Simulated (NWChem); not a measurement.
System: CHBrCl2; SMILES ClC(Cl)Br

Input file for NWChem:

```
start job
memory heap 200 mb stack 900 mb global 1100 mb
geometry units angstroms noautosym nocenter noautoz
  Cl    -0.078107     1.324708    -1.474887
  C      0.483274     0.496805     0.000000
  Cl    -0.078107     1.324708     1.474887
  Br    -0.033953    -1.400366     0.000000
  H      1.568045     0.513283     0.000000
end
basis spherical
  * library 6-31g*
end
dft
  xc b3lyp
  iterations 150
end
cosmo
  do_cosmo_smd true
  solvent hexane
end
task dft energy
```

Structure relaxed at the B3LYP/6-31G* (spherical d) level. B3LYP is NWChem's, with the RPA form of VWN correlation. Solvent: n-hexane.

Level: B3LYP/6-31G* with SMD (1 M gas to 1 M solution), gas-phase geometry.

Problem. Give the results of this calculation. (B3LYP/6-31G* (spherical d), SMD on the gas-phase geometry.) Quantities: solvation free energy (kcal/mol); cavity-dispersion-structure term (kcal/mol); dipole in solution (D).

Solution. 
```json
{
 "solvation free energy (kcal/mol)": "-4.8",
 "cavity-dispersion-structure term (kcal/mol)": "-3.8",
 "dipole in solution (D)": "1.36"
}
```
